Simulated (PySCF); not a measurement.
# Bond curve of TlGa

Set-up: Tl def2-SVP with ECP60, Ga def2-SVP; scalar-relativistic core potentials (PySCF 2.14). Energies in eV from Tl + Ga in their ground configurations at the same level. State: ³Π (triplet), unpaired electrons σ ↑, π ↑.

All columns are B3LYP. A positive dipole means Tl(−)Ga(+).

| R (Å) | E (eV) | μ (D) | Mulliken charge on Tl (basis-dependent) | HOMO (eV) | LUMO (eV) | Mayer bond order | ⟨S²⟩ |
| --- | --- | --- | --- | --- | --- | --- | --- |
| 2.514 | -0.736 | -0.34 | 0.00 | -4.10 | -3.14 | 1.22 | 2.00 |
| 2.631 | -0.976 | -0.42 | 0.00 | -4.12 | -3.01 | 1.19 | 2.00 |
| 2.748 | -1.113 | -0.49 | 0.01 | -4.03 | -2.89 | 1.16 | 2.00 |
| 2.835 | -1.168 | -0.54 | 0.01 | -3.94 | -2.81 | 1.14 | 2.00 |
| 2.923 | -1.192 | -0.59 | 0.02 | -3.86 | -2.74 | 1.12 | 2.00 |
| 3.011 | -1.194 | -0.64 | 0.02 | -3.78 | -2.68 | 1.11 | 2.00 |
| 3.128 | -1.170 | -0.69 | 0.03 | -3.69 | -2.60 | 1.09 | 2.00 |
| 3.274 | -1.112 | -0.74 | 0.03 | -3.60 | -2.52 | 1.07 | 2.00 |
| 3.449 | -1.017 | -0.79 | 0.04 | -3.50 | -2.44 | 1.06 | 2.00 |
| 3.683 | -0.870 | -0.84 | 0.04 | -3.39 | -2.35 | 1.04 | 2.00 |

A fit through these points gives, at Re = 2.974 Å, μ = -0.62 D and dμ/dR = -0.502 D/Å; the reduced mass is 51.58 u.

Task: How strong is the fundamental in the double-harmonic approximation, I = 42.26·(dμ/dR)²/μred km/mol?

Result: I = 42.26·(-0.502)²/51.58 = 0.206 km/mol at B3LYP.

Spin–orbit coupling is left out, which matters for elements this heavy, above all for dissociation energies. The state was picked by a PBE0 search and need not be the measured ground state.
